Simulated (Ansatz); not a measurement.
Spectroscopic constants of Si2-, multiplicity 2 (lowest of 2S+1 = 2, 4 at CCSD(T)/def2-TZVPP on PBE0 minima; our sources give no spin for the ground state, which may be another).

Constants: fifth-degree fit in 1/R to seven points, most abundant isotopes. In def2 and cc sets the state is the lowest found near the PBE0 minimum, followed along R.

The values were computed with Ansatz (Gaussian orbitals). Values without a source in brackets are computed.

Energies at wB97X-V/def2-TZVPP:

```tsv
R (Å)	E (hartree)
2.026759	-578.81611718
2.081242	-578.82055151
2.131366	-578.82224447
2.188028	-578.82189525
2.244690	-578.81958706
2.310069	-578.81498832
2.386345	-578.80761125
```

**Question.** With a reduced mass of 13.9885 u, find the minimum, the force constant and the constants.

**Answer.** A fifth-degree polynomial in 1/R puts the minimum at r_e = 2.1503 Å with force constant 306 N/m. Then ω_e = (1/2πc)√(k/μ) = 609 cm⁻¹ and B_e = h/(8π²cμr_e²) = 0.2606 cm⁻¹; the cubic and quartic terms give α_e = 0.0011 and ω_e x_e = 1.7 cm⁻¹.

Ansatz is a program for electronic structure.
